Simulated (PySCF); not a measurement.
## N(2+) (nitrogen, charge +2) across methods

[He] 2s1 2p2, 2s spin antiparallel (an excited configuration). Computed with PySCF 2.14 in aug-cc-pV5Z, with the non-relativistic Hamiltonian (point nucleus).

```
method  E (hartree)  mean ε 1s β (eV)  mean ε 2s β (eV)  mean ε 2p α (eV)  Σ⟨r²⟩ (bohr²)   ⟨S²⟩
   LDA     -52.0738           -418.84           -47.297           -38.176          5.003  1.750
   M06     -52.5161           -433.34           -49.454           -40.072          4.953  1.750
   UHF    -52.30993           -464.78           -54.003           -45.075          5.025  1.750
  PBE0     -52.4654           -433.02           -49.481           -40.149          4.984  1.750
M06-2X     -52.5199           -442.99           -51.388           -41.998          4.965  1.750
  TPSS     -52.5442           -425.25           -47.828           -38.468          4.965  1.750
r2SCAN     -52.4904           -426.74           -47.962           -38.841          4.965  1.750
```

Task: Estimate the same row for PBE.

Result: E (hartree) = -52.4778; mean ε 1s β (eV) = -422.19; mean ε 2s β (eV) = -47.544; mean ε 2p α (eV) = -38.258; Σ⟨r²⟩ (bohr²) = 4.985; ⟨S²⟩ = 1.750.

With the s spin flipped the determinant is a mixture of two multiplicities, not a spectroscopic state.
